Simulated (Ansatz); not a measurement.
Cost and result for the atomization energy of C2H10OSi2 (`CC[SiH](O)[SiH3]`) (15 atoms, 14 bonds).

```xyz
15

C    -0.014   -0.017    2.298
C     0.631   -0.228    0.931
Si   -0.562   -0.013   -0.498
O    -1.255    1.494   -0.503
Si    0.516   -0.250   -2.563
H     0.701   -0.169    3.111
H    -0.845   -0.709    2.459
H    -0.406    0.999    2.399
H     1.470    0.463    0.793
H     1.054   -1.238    0.858
H    -1.632   -1.051   -0.353
H    -1.958    1.658    0.127
H     1.166   -1.589   -2.632
H    -0.441   -0.135   -3.697
H     1.575    0.784   -2.728
```

The species carries charge 0 and has multiplicity 1. Geometry: relaxed with PBE0-D4/def2-TZVP. It is one conformer, not always the lowest. Program: Ansatz. All runs use 2 threads of an AMD EPYC 7R13 on a shared host and a share of an NVIDIA H100 80 GB. Times are those of one run each, without the atoms' runs, and a repeat can differ threefold. Electronic energies, without spin–orbit coupling; frozen cores. CCSD(T)/CBS adds CCSD(T) − MP2 in def2-TZVPP to the MP2 limit, and its time is that of the two runs behind it. T1 = 0.011. B3LYP takes the VWN-RPA correlation (the form of Gaussian; ORCA's B3LYP/G).

CCSD(T)/CBS is a level of theory with its own doubt, some kJ/mol a heavy atom from the limit and from the frozen cores, so smaller differences don't rank the functionals.

```csv
level,functions,wall time
ωB97M-V/def2-TZVPP (with forces),317,7 s
B2PLYP/def2-TZVPP,317,7 s
PBE-D4/def2-TZVPP (with forces),317,7.5 s
PBE0-D4/def2-TZVPP,317,8.5 s
B3LYP-D4/def2-TZVPP (with forces),317,9 s
CCSD(T)/def2-TZVPP,317,9 s
r2SCAN-D4/def2-TZVPP (with forces),317,9.5 s
ωB97X-V/def2-TZVPP,317,10 s
MP2/def2-QZVPP,611,12 s
CCSD(T)/CBS(def2),–,21 s
```

Q: What atomization energy does each give, and how far from CCSD(T)/CBS? (Best estimate.)

A: The calculation gave: 
```csv
level,atomization (kcal/mol),difference from CCSD(T)/CBS,per bond
ωB97M-V/def2-TZVPP (with forces),1270.5,-0.6,0.0
B2PLYP/def2-TZVPP,1253.2,-17.9,-1.3
PBE-D4/def2-TZVPP (with forces),1273.9,2.8,0.2
PBE0-D4/def2-TZVPP,1262.9,-8.2,-0.6
B3LYP-D4/def2-TZVPP (with forces),1267.7,-3.4,-0.2
CCSD(T)/def2-TZVPP,1240.4,-30.7,-2.2
r2SCAN-D4/def2-TZVPP (with forces),1269.3,-1.8,-0.1
ωB97X-V/def2-TZVPP,1274.2,3.1,0.2
MP2/def2-QZVPP,1263.9,-7.2,-0.5
CCSD(T)/CBS(def2),1271.1,0.0,0.0
```

From PBE to PBE0 (25 % exact exchange), in def2-TZVPP and without D4, the atomization energy moves by −9.8 kcal/mol: exact exchange takes away binding that semilocal exchange gives to molecules. In def2-TZVPP, CCSD(T) changes the Hartree–Fock value by +285.0 kcal/mol (the triples alone add +13.3 kcal/mol) and MP2 by +290.3 kcal/mol; breaking electron pairs costs correlation energy, which Hartree–Fock lacks. The D4 term adds +12.1 kcal/mol with B3LYP and +6.4 kcal/mol with PBE0; it sums over pairs of atoms, weighted by their polarisabilities, and B3LYP, whose exchange is more repulsive, gets the larger term.
